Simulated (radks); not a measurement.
The numbers below are computed, except where a source is named.
Question: These are the eigenvalues of the occupied orbitals of an atom or ion with whole-number occupations (eV). Code: a radial shooting solver on a logarithmic mesh with Libxc functionals. Model: scalar-relativistic Kohn-Sham, PBE, spin-polarised, spherical densities, point nucleus.

orbital  eigenvalue
1s up     -88167.62
1s down   -88167.58
2s up     -15793.13
2s down   -15793.12
2p up     -13548.03
2p down   -13548.01
3s up     -3813.038
3s down   -3813.021
3p up     -3169.452
3p down   -3169.434
3d up     -2513.833
3d down   -2513.818
4s up     -885.5535
4s down   -885.5258
4p up     -674.6908
4p down   -674.6589
4d up     -430.8444
4d down   -430.8069
5s up     -172.8428
5s down   -172.7746
4f up     -161.6374
4f down   -161.5959
5p up     -114.5191
5p down   -114.4051
5d up      -49.6096
5d down    -49.2257
6s up      -37.9601

Which element is it, and in what charge state? The configuration may be excited. Open shells, if any, are filled with parallel spins first.

Answer: Z = 82, lead, charge +3: Pb3+ in [Xe] 4f14 5d10 6s1. The list shows which subshells hold electrons but not how many an open one holds; the 1s level, -3240.1 hartree, gives Z - s = 80.5 by -(Z - s)^2/2, which with screening and relativity narrows Z to a few neighbours, and the depths of the outer levels then fix element, charge and occupations together.
